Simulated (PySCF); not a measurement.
Question: Give a GFN2-xTB geometry of `C1C[C@@H](c2ccccc2)C1=C`.

Answer: 
```
atom  x, y, z in Å
C1    -2.3039   -0.9774    1.1197
C2    -1.9525   -0.1985    0.1190
C3    -2.5021    1.0739   -0.4644
C4    -1.2739    1.1426   -1.3887
C5    -0.7918   -0.2301   -0.8515
C6     0.5802   -0.2644   -0.2528
C7     1.5789   -1.0607   -0.7982
C8     2.8497   -1.0739   -0.2504
C9     3.1379   -0.2912    0.8538
C10    2.1488    0.5054    1.4061
C11    0.8805    0.5191    0.8563
H12   -1.7304   -1.8514    1.3799
H13   -3.1752   -0.7720    1.7195
H14   -3.4501    0.9424   -0.9856
H15   -2.6093    1.8976    0.2408
H16   -1.4935    1.1631   -2.4537
H17   -0.5896    1.9542   -1.1503
H18   -0.8915   -1.0284   -1.5914
H19    1.3604   -1.6763   -1.6597
H20    3.6163   -1.6979   -0.6871
H21    4.1286   -0.3032    1.2839
H22    2.3673    1.1172    2.2696
H23    0.1105    1.1369    1.2952
```

Orientation and origin are arbitrary. Atoms count from 1 in this order. The 6-membered ring C6–C7–C8–C9–C10–C11 has internal angles of 118.7° to 120.7°; it is planar, 0.00 Å rms from its mean plane, widest ring torsion 0°. The 4-membered ring C2–C3–C4–C5 has internal angles of 88.0° to 92.8° (sum 360°, against 360° for a flat polygon); it is almost planar, 0.03 Å rms from its mean plane, widest ring torsion 4°. The C–C distances run from 1.316 Å (C1=C2, drawn double) to 1.551 Å (C4–C5, drawn single), a spread of 0.235 Å. Of the pairs four or more bonds apart, C2···H23 is among the closest relative to their van der Waals radii: 2.72 Å, 94 % of the sum of Bondi's values.

Bonds between heavy atoms (Å): C1=C2 1.316, C2–C3 1.504, C3–C4 1.539, C4–C5 1.551, C5–C6 1.497, C6–C7 1.389, C7–C8 1.384, C8–C9 1.384, C9–C10 1.385, C10–C11 1.382, C2–C5 1.513, C6–C11 1.391.

Structure optimised with GFN2-xTB, isolated species.

Point group: C1 (no symmetry element, even within 0.4 Å). GFN2-xTB frequencies: not computed here. The numbers are those of one conformer (C4–C5–C6–C7 -118°).
